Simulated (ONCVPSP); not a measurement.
# LDA (Perdew-Wang 92) ONCV dataset for chromium (Cr), scalar-relativistic all-electron reference.

| Item | Value |
| --- | --- |
| Element | chromium |
| Generator | ONCVPSP 4.0.1 |
| Type | optimised norm-conserving Vanderbilt (ONCV) |
| Functional | LDA (Perdew-Wang 92) |
| Relativity | scalar-relativistic |
| Frozen core | [Ne] |
| Valence charge | 14 |
| Reference configuration | 3s2 3p6 3d5 4s1 |
| Partial waves | 3s+4s: rc 1.70 bohr, ncon 4, nbas 7, qcut 9.3 1/bohr, 2 projectors; 3p: rc 0.90 bohr, ncon 3, nbas 8, qcut 8 1/bohr, 1 projector; 3d: rc 1.60 bohr, ncon 4, nbas 8, qcut 11.2 1/bohr, 2 projectors, debl 3.9 Ha |
| Local potential | polynomial inside 0.70 bohr (lpopt 5, dvloc0 0 Ha) |
| Core correction | none |

- Cutoffs needed: 42 Ha and 231 Ha (the cutoffs (Ha) at which the residual kinetic energy of the hardest occupied pseudo-wave falls to 1 and 0.1 mHa per electron)
- Ghost test: no bound ghost flagged; GHOST(+) flagged for s at 199.1 eV
- Configuration tests: 1 of 4 tests not solved or not reliable
